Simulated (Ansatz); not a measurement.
```xyz
7

Os    0.0000    0.0000    0.0000
F     0.0000    0.0000    1.8300
F     0.0000    0.0000   -1.8300
F     1.8300    0.0000    0.0000
F    -1.8300    0.0000    0.0000
F     0.0000    1.8300    0.0000
F     0.0000   -1.8300    0.0000
```

Basis set: def2-TZVP on F; def2-TZVPP on Os (spherical functions, with the set's core potentials past Kr). Charge 0, multiplicity 1.

Computed with Ansatz (development build ahead of 0.2.0); each method stands on the lowest determinant of its kind that the runs found. Restricted functionals stand beside restricted open-shell atoms, which can lie above the unrestricted atoms usual in DFT and then raise those values.

The atomization energy at this shape (free ground-state atoms in the same class of orbitals less the molecule, no zero-point energy) of singlet OsF6:

| method | atomization energy |
| --- | --- |
| ωB97X (restricted) | 23.37 eV |
| PBE0 (restricted) | 23.32 eV |
| RHF | 10.05 eV |

**Question.** What does PBE0 (unrestricted) give?

**Answer.** 23.70 eV. Caution: another spin multiplicity may lie lower. Caution for ωB97X (restricted): no unrestricted run beside it, a lower state can exist. Caution for PBE0 (unrestricted): the unrestricted determinant is a mixture of spin states. Caution for PBE0 (restricted): an unrestricted determinant lies well below. Caution for RHF: in another basis set an unrestricted determinant lies well below.

The shape needn't be a minimum at these levels.
